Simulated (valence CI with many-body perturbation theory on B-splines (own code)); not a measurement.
## Level structure of Cr19+

Computed by relativistic CI+MBPT: three valence electrons over a frozen Dirac-Fock core [He], radial functions for each j: 11 s, 11 p, 10 d, 8 f, 5 g, 2 h, with the one-electron correlation potential Σ1 (screened to all orders), the two-electron term Σ2, the three-electron term Σ3, Breit, model QED; selected single and double excitations, second order for the rest, scaled by the run's own slope (own B-spline code, finite nucleus).

No measured levels were compared; by estimate levels of excited configurations hold to 0.05 to 0.15 % of their energy, terms of the ground configuration to about 0.5 %.

Levels 136 to 180 of 204, with energies above the lowest level, (2s^2 2p1/2) J=1/2. "Leading %" is the weight of the configuration and term that name the level; weights of strongly mixed levels are sums over their largest components and can fall short, so below about 35 % the name and the second component can differ from the true leading terms, or belong to a minority configuration. In the jj column 3d3/2^4 stands for four electrons in 3d with j = 3/2.

| No. | Configuration | Term | J | E (eV) | Leading % | g | Leading jj |
| --- | --- | --- | --- | --- | --- | --- | --- |
| 136 | 2s 2p 4p | 4D | 1/2 | 1181.3 | 75 | 0.242 | 2s 2p1/2 4p1/2 (98 %) |
| 137 | 2s 2p 4p | 4D | 3/2 | 1183.2 | 76 | 1.291 | 2s 2p1/2 4p3/2 (68 %) |
| 138 | 2s 2p 4s | 4P° | 5/2 | 1184.0 | 98 | 1.598 | 2s 2p3/2 4s (98 %) |
| 139 | 2s 2p 4p | 2P | 3/2 | 1184.4 | 35 | 1.462 | 2s 2p1/2 4p1/2 (51 %) |
| 140 | 2s 2p 4p | 4D | 5/2 | 1185.9 | 73 | 1.396 | 2s 2p1/2 4p3/2 (75 %) |
| 141 | 2s 2p 4p | 4P | 1/2 | 1185.9 | 47 | 1.602 | 2s 2p1/2 4p3/2 (67 %) |
| 142 | 2s 2p 4p | 4P | 1/2 | 1186.3 | 41 | 1.628 | 2s 2p1/2 4p1/2 (66 %) |
| 143 | 2s 2p 4s | 2P° | 3/2 | 1186.6 | 89 | 1.370 | 2s 2p3/2 4s (98 %) |
| 144 | 2s 2p 4p | 2D | 3/2 | 1187.3 | 57 | 1.216 | 2s 2p1/2 4p3/2 (74 %) |
| 145 | 2s 2p 4d | 4F° | 3/2 | 1188.9 | 79 | 0.535 | 2s 2p1/2 4d3/2 (96 %) |
| 146 | 2s 2p 4d | 4F° | 5/2 | 1190.0 | 58 | 1.170 | 2s 2p1/2 4d5/2 (76 %) |
| 147 | 2s 2p 4d | 4P° | 5/2 | 1192.0 | 37 | 1.303 | 2s 2p1/2 4d3/2 (45 %) |
| 148 | 2s 2p 4d | 4F° | 7/2 | 1192.4 | 65 | 1.283 | 2s 2p1/2 4d5/2 (74 %) |
| 149 | 2s 2p 4d | 4D° | 3/2 | 1192.8 | 53 | 1.277 | 2s 2p1/2 4d3/2 (44 %) |
| 150 | 2s 2p 4p | 4D | 7/2 | 1192.8 | 100 | 1.427 | 2s 2p3/2 4p3/2 (100 %) |
| 151 | 2s 2p 4p | 4P | 3/2 | 1192.9 | 39 | 1.491 | 2s 2p3/2 4p1/2 (91 %) |
| 152 | 2s 2p 4d | 4D° | 1/2 | 1193.1 | 83 | 0.269 | 2s 2p1/2 4d3/2 (76 %) |
| 153 | 2s 2p 4p | 4P | 5/2 | 1193.3 | 57 | 1.466 | 2s 2p3/2 4p1/2 (80 %) |
| 154 | 2s 2p 4f | 4G | 5/2 | 1193.8 | 48 | 0.828 | 2s 2p1/2 4f5/2 (98 %) |
| 155 | 2s 2p 4p | 4S | 3/2 | 1193.9 | 42 | 1.591 | 2s 2p3/2 4p3/2 (90 %) |
| 156 | 2s 2p 4f | 4F | 7/2 | 1194.1 | 31 | 1.153 | 2s 2p1/2 4f7/2 (99 %) |
| 157 | 2s 2p 4d | 2D° | 3/2 | 1194.3 | 54 | 0.926 | 2s 2p1/2 4d5/2 (40 %) |
| 158 | 2s 2p 4d | 2F° | 5/2 | 1195.1 | 58 | 1.068 | 2s 2p1/2 4d5/2 (61 %) |
| 159 | 2s 2p 4p | 2D | 5/2 | 1195.6 | 75 | 1.287 | 2s 2p3/2 4p3/2 (82 %) |
| 160 | 2s 2p 4f | 4F | 3/2 | 1196.5 | 74 | 0.555 | 2s 2p1/2 4f5/2 (77 %) |
| 161 | 2s 2p 4f | 4G | 7/2 | 1196.6 | 42 | 1.058 | 2s 2p1/2 4f5/2 (77 %) |
| 162 | 2s 2p 4f | 4G | 9/2 | 1196.6 | 43 | 1.231 | 2s 2p1/2 4f7/2 (78 %) |
| 163 | 2s 2p 4f | 4F | 5/2 | 1196.6 | 35 | 1.045 | 2s 2p1/2 4f7/2 (57 %) |
| 164 | 2s 2p 4p | 2S | 1/2 | 1196.9 | 76 | 1.842 | 2s 2p3/2 4p3/2 (94 %) |
| 165 | 2s 2p 4f | 2D | 5/2 | 1197.3 | 41 | 0.913 | 2s 2p1/2 4f5/2 (57 %) |
| 166 | 2s 2p 4f | 2G | 7/2 | 1197.4 | 44 | 1.134 | 2s 2p1/2 4f7/2 (77 %) |
| 167 | 2s 2p 4d | 4F° | 9/2 | 1199.1 | 100 | 1.332 | 2s 2p3/2 4d5/2 (100 %) |
| 168 | 2s 2p 4d | 4D° | 7/2 | 1200.0 | 66 | 1.362 | 2s 2p3/2 4d5/2 (56 %) |
| 169 | 2s 2p 4d | 4D° | 5/2 | 1200.4 | 56 | 1.345 | 2s 2p3/2 4d3/2 (88 %) |
| 170 | 2s 2p 4d | 4P° | 3/2 | 1200.8 | 62 | 1.519 | 2s 2p3/2 4d3/2 (90 %) |
| 171 | 2s 2p 4d | 4P° | 1/2 | 1201.0 | 90 | 2.416 | 2s 2p3/2 4d3/2 (97 %) |
| 172 | 2s 2p 4d | 2D° | 5/2 | 1201.7 | 48 | 1.162 | 2s 2p3/2 4d5/2 (87 %) |
| 173 | 2s 2p 4d | 2P° | 3/2 | 1203.0 | 62 | 1.204 | 2s 2p3/2 4d5/2 (86 %) |
| 174 | 2s 2p 4d | 2F° | 7/2 | 1203.8 | 92 | 1.159 | 2s 2p3/2 4d3/2 (53 %) |
| 175 | 2s 2p 4f | 4F | 9/2 | 1204.3 | 53 | 1.256 | 2s 2p3/2 4f7/2 (74 %) |
| 176 | 2s 2p 4f | 4F | 7/2 | 1204.3 | 44 | 1.157 | 2s 2p3/2 4f5/2 (94 %) |
| 177 | 2s 2p 4d | 2P° | 1/2 | 1204.5 | 92 | 0.652 | 2s 2p3/2 4d5/2 (95 %) |
| 178 | 2s 2p 4f | 4F | 5/2 | 1204.6 | 41 | 1.098 | 2s 2p3/2 4f5/2 (99 %) |
| 179 | 2s 2p 4f | 2F | 7/2 | 1204.7 | 45 | 1.174 | 2s 2p3/2 4f7/2 (94 %) |
| 180 | 2s 2p 4f | 4G | 11/2 | 1204.7 | 100 | 1.272 | 2s 2p3/2 4f7/2 (100 %) |

Where two levels of one J and parity lie close, their mixing, g and order are uncertain.
